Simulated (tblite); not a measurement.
A geometry optimisation, step by step.

Compound: C7H7BF2.
Numbering: `[CH:1]#[C:2]/[C:3]([CH3:4])=[CH:5]\[CH:6]=[CH:7]/[B:8]([F:9])[F:10]` (hydrogens: H11 on C1; H12, H13, H14 on C4; H15 on C5; H16 on C6; H17 on C7)

Computed with GFN2-xTB (tblite), gas phase: L-BFGS steps from a force-field or distance-geometry start until the largest atomic force falls under 0.01 eV/Å. 10 of its 87 geometries are shown.

Step 0: E = -794.3449 eV, largest atomic force 3.949 eV/Å
```
atom  x, y, z in Å  |  force x, y, z in eV/Å
C1     -2.446    2.088    0.421   -0.502   0.851   0.162
C2     -1.895    1.059    0.163    0.777  -1.463  -0.354
C3     -1.201   -0.174   -0.144   -1.441   0.442  -0.316
C4     -2.000   -1.345   -0.583   -0.840  -1.726   0.885
C5      0.113   -0.296   -0.069    0.947   1.626   0.539
C6      0.929    0.863    0.343   -0.515  -1.005  -0.264
C7      2.241    0.676    0.391    0.214   0.200   0.292
B8      2.878   -0.698    0.029    3.939   0.143  -0.238
F9      3.418   -0.790   -1.316   -1.245  -0.614   3.099
F10     3.605   -1.381    1.092   -1.737   0.972  -2.854
H11    -2.942    3.008    0.628    0.238  -0.498  -0.087
H12    -2.681   -1.648    0.282    0.352   0.494  -1.201
H13    -1.370   -2.265   -0.734   -0.315   1.030  -0.003
H14    -2.573   -1.190   -1.507    0.030   0.132   0.517
H15     0.595   -1.242   -0.327    0.103   0.470   0.179
H16     0.478    1.816    0.612   -0.156  -0.439  -0.219
H17     2.845    1.532    0.710    0.152  -0.614  -0.139
```

Step 10: E = -795.5209 eV, largest atomic force 0.139 eV/Å
```
atom  x, y, z in Å  |  force x, y, z in eV/Å
C1     -2.453    2.062    0.404   -0.034  -0.036  -0.020
C2     -1.929    1.013    0.139    0.024   0.013   0.016
C3     -1.240   -0.184   -0.155    0.079   0.035   0.012
C4     -2.044   -1.380   -0.557    0.009   0.025   0.016
C5      0.104   -0.242   -0.064    0.024   0.026   0.008
C6      0.954    0.846    0.338   -0.039  -0.010  -0.031
C7      2.287    0.717    0.411    0.089  -0.011  -0.012
B8      3.087   -0.578    0.042   -0.021   0.061   0.013
F9      3.389   -0.918   -1.199   -0.036  -0.006   0.031
F10     3.565   -1.422    0.939    0.013   0.047  -0.008
H11    -2.927    2.972    0.627   -0.031  -0.029  -0.008
H12    -2.748   -1.643    0.231   -0.018  -0.001  -0.014
H13    -1.373   -2.217   -0.736   -0.096  -0.056  -0.018
H14    -2.615   -1.179   -1.463   -0.014   0.033   0.008
H15     0.605   -1.173   -0.300    0.011   0.014   0.006
H16     0.452    1.774    0.593    0.120  -0.070  -0.010
H17     2.879    1.564    0.743   -0.080  -0.035   0.012
```

Step 19: E = -795.5344 eV, largest atomic force 0.127 eV/Å
```
atom  x, y, z in Å  |  force x, y, z in eV/Å
C1     -2.481    2.037    0.392    0.009  -0.012   0.010
C2     -1.906    1.010    0.145   -0.027  -0.045  -0.011
C3     -1.224   -0.194   -0.152    0.090   0.080   0.015
C4     -2.059   -1.370   -0.554    0.027   0.062   0.024
C5      0.121   -0.252   -0.075    0.046   0.040   0.038
C6      0.974    0.839    0.326   -0.018  -0.009  -0.003
C7      2.308    0.722    0.410   -0.036   0.028   0.005
B8      3.111   -0.565    0.043   -0.059  -0.029   0.010
F9      3.359   -0.942   -1.199    0.001  -0.013   0.047
F10     3.599   -1.394    0.948    0.081   0.030  -0.028
H11    -2.966    2.941    0.617   -0.013  -0.056  -0.023
H12    -2.770   -1.616    0.235   -0.007   0.020  -0.017
H13    -1.432   -2.237   -0.750   -0.018   0.034   0.005
H14    -2.627   -1.132   -1.453   -0.037  -0.007  -0.004
H15     0.624   -1.184   -0.305   -0.020   0.037  -0.014
H16     0.494    1.774    0.593   -0.042  -0.113  -0.040
H17     2.866    1.577    0.771    0.023  -0.046  -0.014
```

Step 29: E = -795.5562 eV, largest atomic force 0.140 eV/Å
```
atom  x, y, z in Å  |  force x, y, z in eV/Å
C1     -2.537    1.989    0.386    0.001  -0.005  -0.011
C2     -1.870    1.015    0.159   -0.040  -0.082  -0.057
C3     -1.188   -0.186   -0.158    0.060   0.061   0.018
C4     -2.083   -1.318   -0.557   -0.026   0.030   0.047
C5      0.155   -0.275   -0.098    0.020   0.050   0.012
C6      1.000    0.813    0.313   -0.034   0.003   0.014
C7      2.334    0.704    0.427   -0.062   0.035   0.019
B8      3.154   -0.570    0.068   -0.012  -0.014  -0.020
F9      3.271   -1.029   -1.167   -0.013  -0.060   0.042
F10     3.810   -1.293    0.959    0.056   0.073  -0.040
H11    -3.100    2.854    0.584    0.061  -0.035   0.016
H12    -2.793   -1.517    0.244   -0.037  -0.054   0.056
H13    -1.521   -2.225   -0.767    0.037   0.071  -0.022
H14    -2.665   -1.033   -1.432    0.007  -0.041  -0.084
H15     0.661   -1.199   -0.345   -0.129  -0.022  -0.023
H16     0.477    1.728    0.571    0.139   0.012   0.003
H17     2.888    1.555    0.804   -0.027  -0.021   0.030
```

Step 38: E = -795.6188 eV, largest atomic force 0.394 eV/Å
```
atom  x, y, z in Å  |  force x, y, z in eV/Å
C1     -2.622    1.976    0.381   -0.056   0.101   0.034
C2     -1.891    1.053    0.140    0.019  -0.137  -0.017
C3     -1.208   -0.139   -0.187    0.178   0.133   0.050
C4     -2.109   -1.265   -0.570    0.026  -0.044   0.003
C5      0.134   -0.271   -0.137    0.103   0.080   0.005
C6      1.027    0.765    0.297   -0.059   0.021   0.014
C7      2.359    0.632    0.462   -0.100   0.096   0.016
B8      3.234   -0.591    0.107    0.111  -0.101   0.021
F9      3.103   -1.262   -1.030    0.041  -0.090   0.181
F10     4.221   -1.036    0.883   -0.227   0.163  -0.278
H11    -3.231    2.801    0.602    0.057   0.044   0.009
H12    -2.800   -1.470    0.243   -0.075  -0.064   0.049
H13    -1.527   -2.153   -0.785    0.022  -0.154  -0.034
H14    -2.696   -1.001   -1.443   -0.095   0.037  -0.129
H15     0.576   -1.217   -0.419    0.006   0.019   0.035
H16     0.550    1.702    0.567    0.007  -0.026  -0.018
H17     2.874    1.488    0.882    0.042  -0.077   0.059
```

Step 48: E = -795.6797 eV, largest atomic force 0.241 eV/Å
```
atom  x, y, z in Å  |  force x, y, z in eV/Å
C1     -2.637    2.004    0.399    0.111  -0.115  -0.034
C2     -1.941    1.059    0.130    0.034   0.036   0.001
C3     -1.232   -0.114   -0.212    0.022  -0.116  -0.014
C4     -2.106   -1.270   -0.604    0.010  -0.003  -0.008
C5      0.116   -0.230   -0.167   -0.031  -0.017   0.051
C6      1.017    0.777    0.305   -0.012  -0.036   0.013
C7      2.344    0.591    0.490    0.007  -0.036  -0.011
B8      3.233   -0.604    0.102    0.121  -0.136   0.044
F9      2.964   -1.571   -0.770   -0.037   0.165   0.172
F10     4.449   -0.708    0.635   -0.139  -0.036  -0.144
H11    -3.220    2.842    0.639    0.018   0.020   0.007
H12    -2.791   -1.505    0.213   -0.007   0.038  -0.076
H13    -1.516   -2.157   -0.829    0.031   0.082   0.011
H14    -2.701   -1.016   -1.482   -0.015   0.015   0.063
H15     0.550   -1.183   -0.434    0.021   0.037  -0.039
H16     0.564    1.722    0.583   -0.015   0.002   0.059
H17     2.900    1.376    0.991   -0.118   0.100  -0.093
```

Step 57: E = -795.7123 eV, largest atomic force 0.231 eV/Å
```
atom  x, y, z in Å  |  force x, y, z in eV/Å
C1     -2.568    2.004    0.406    0.051  -0.047  -0.008
C2     -1.912    1.033    0.138   -0.009   0.026   0.018
C3     -1.224   -0.147   -0.213    0.002  -0.087  -0.006
C4     -2.101   -1.285   -0.634   -0.009   0.007   0.003
C5      0.121   -0.249   -0.154   -0.008   0.025   0.072
C6      0.985    0.773    0.350    0.081  -0.023  -0.070
C7      2.318    0.614    0.508    0.103  -0.037  -0.047
B8      3.194   -0.592    0.122    0.191  -0.122  -0.043
F9      2.829   -1.666   -0.574   -0.029   0.177   0.127
F10     4.483   -0.628    0.451   -0.170   0.046  -0.025
H11    -3.116    2.864    0.648   -0.036   0.073   0.024
H12    -2.800   -1.530    0.168    0.059  -0.010   0.003
H13    -1.500   -2.162   -0.867   -0.084   0.052  -0.041
H14    -2.704   -1.002   -1.497    0.072  -0.037  -0.036
H15     0.601   -1.170   -0.458   -0.145   0.029   0.030
H16     0.532    1.713    0.646   -0.101  -0.095  -0.013
H17     2.856    1.443    0.950    0.034   0.024   0.013
```

Step 67: E = -795.7268 eV, largest atomic force 0.056 eV/Å
```
atom  x, y, z in Å  |  force x, y, z in eV/Å
C1     -2.530    2.021    0.420    0.005  -0.005   0.004
C2     -1.911    1.027    0.147   -0.008   0.007   0.012
C3     -1.230   -0.159   -0.205   -0.003   0.040  -0.004
C4     -2.096   -1.294   -0.652   -0.015   0.017  -0.012
C5      0.115   -0.265   -0.136   -0.002  -0.004   0.018
C6      0.980    0.759    0.359    0.012  -0.011   0.004
C7      2.322    0.639    0.492    0.013  -0.030   0.038
B8      3.194   -0.573    0.124    0.026  -0.013  -0.008
F9      2.768   -1.689   -0.453    0.030  -0.007   0.004
F10     4.498   -0.593    0.366   -0.036   0.043   0.003
H11    -3.056    2.897    0.663    0.018  -0.034  -0.005
H12    -2.794   -1.558    0.142   -0.015  -0.021   0.002
H13    -1.494   -2.162   -0.905    0.008  -0.005   0.013
H14    -2.685   -1.005   -1.522   -0.026   0.033  -0.028
H15     0.570   -1.192   -0.447    0.002  -0.013   0.021
H16     0.494    1.677    0.671   -0.001  -0.004  -0.015
H17     2.849    1.480    0.928   -0.008   0.010  -0.045
```

Step 76: E = -795.7338 eV, largest atomic force 0.050 eV/Å
```
atom  x, y, z in Å  |  force x, y, z in eV/Å
C1     -2.505    2.021    0.440   -0.012   0.009  -0.012
C2     -1.897    1.023    0.157   -0.023  -0.002   0.012
C3     -1.236   -0.175   -0.191    0.007   0.049  -0.010
C4     -2.115   -1.280   -0.681    0.007   0.002   0.007
C5      0.106   -0.306   -0.097    0.004  -0.004   0.028
C6      0.971    0.730    0.373    0.000   0.014   0.008
C7      2.315    0.638    0.479    0.009  -0.022   0.022
B8      3.210   -0.562    0.134    0.009   0.007  -0.010
F9      2.807   -1.731   -0.347   -0.006   0.010   0.005
F10     4.524   -0.506    0.303    0.033   0.004   0.007
H11    -3.023    2.902    0.682    0.020  -0.024   0.004
H12    -2.823   -1.568    0.095   -0.030   0.007   0.010
H13    -1.517   -2.144   -0.954   -0.013  -0.034  -0.032
H14    -2.689   -0.946   -1.544   -0.014  -0.019  -0.007
H15     0.557   -1.243   -0.381    0.005  -0.017  -0.017
H16     0.477    1.650    0.663   -0.005   0.030   0.000
H17     2.832    1.510    0.862    0.010  -0.011  -0.017
```

Step 86: E = -795.7348 eV, largest atomic force 0.007 eV/Å
```
atom  x, y, z in Å  |  force x, y, z in eV/Å
C1     -2.510    2.018    0.437    0.001   0.000   0.003
C2     -1.899    1.020    0.158   -0.001   0.002  -0.003
C3     -1.236   -0.176   -0.192    0.001   0.003  -0.006
C4     -2.120   -1.277   -0.684    0.000  -0.001   0.002
C5      0.106   -0.309   -0.090    0.000  -0.002   0.001
C6      0.973    0.728    0.375    0.000   0.001  -0.005
C7      2.318    0.635    0.482    0.000   0.000   0.002
B8      3.220   -0.561    0.137    0.001  -0.002  -0.001
F9      2.820   -1.732   -0.343    0.003   0.001   0.003
F10     4.534   -0.497    0.303   -0.005   0.001   0.000
H11    -3.027    2.896    0.686    0.000  -0.001   0.001
H12    -2.832   -1.560    0.092   -0.004   0.003   0.001
H13    -1.533   -2.148   -0.963    0.001  -0.001   0.000
H14    -2.695   -0.940   -1.546    0.001  -0.002   0.001
H15     0.556   -1.247   -0.375    0.002  -0.001  -0.003
H16     0.482    1.653    0.658    0.001  -0.002   0.002
H17     2.837    1.510    0.855    0.001   0.001   0.000
```

Task: Summarise the path.

Result: The energy falls by 134.10 kJ/mol from step 0 to step 86; nine tenths of that is first reached at step 35. It rises by more than 0.2 meV at steps 2 and 34. The largest force goes from 3.949 to 0.007 eV/Å. Among the bonds B8–F10 changes most, from 1.457 to 1.326 Å; the atoms move by 0.542 Å rms after alignment.

Task: Follow the three bonds and two angles with the largest change from start to end.

Result: 
```
step  E above end (kJ/mol)  largest force (eV/Å)  B8–F10 (Å)  B8–F9 (Å)  C4–H12 (Å)  C7–B8–F9 (°)  C5–C6–C7 (°)
   0                134.10                 3.949       1.457      1.453       1.141         115.0         116.5
   4                 32.27                 0.748       1.321      1.322       1.085         119.8         119.0
   7                 22.04                 0.309       1.321      1.321       1.089         123.4         121.6
  11                 20.50                 0.139       1.320      1.321       1.090         123.4         122.0
  15                 19.88                 0.112       1.320      1.321       1.090         123.5         122.7
  19                 19.34                 0.127       1.321      1.321       1.090         123.5         122.7
  22                 18.55                 0.138       1.320      1.321       1.093         123.9         122.4
  26                 17.91                 0.088       1.321      1.322       1.088         123.6         123.0
  30                 16.95                 0.162       1.322      1.323       1.090         123.0         123.2
  34                 15.35                 0.970       1.346      1.340       1.098         122.1         125.0
  37                 11.82                 0.364       1.330      1.332       1.088         122.6         125.4
  41                  9.03                 0.336       1.319      1.318       1.092         124.7         125.9
  45                  6.46                 0.221       1.330      1.330       1.088         125.5         125.3
  49                  5.05                 0.380       1.319      1.322       1.092         128.6         124.1
  52                  3.89                 0.165       1.330      1.327       1.090         126.9         124.0
  56                  2.54                 0.146       1.326      1.328       1.092         127.0         123.5
  60                  1.20                 0.100       1.326      1.328       1.089         126.4         124.6
  64                  0.91                 0.050       1.325      1.327       1.091         126.1         124.7
  67                  0.77                 0.056       1.327      1.327       1.090         125.8         124.8
  71                  0.50                 0.090       1.327      1.327       1.091         125.7         124.9
  75                  0.15                 0.055       1.327      1.328       1.090         126.4         125.4
  79                  0.03                 0.023       1.326      1.327       1.090         126.3         125.3
  82                  0.01                 0.016       1.326      1.327       1.090         126.3         125.5
  86                  0.00                 0.007       1.326      1.327       1.090         126.2         125.4
```

The cost below is that of the whole relaxation. On Arm Neoverse V1, one thread, shared host with 32 logical CPUs at a one-minute load of 28, this took 0.64 s of wall time.
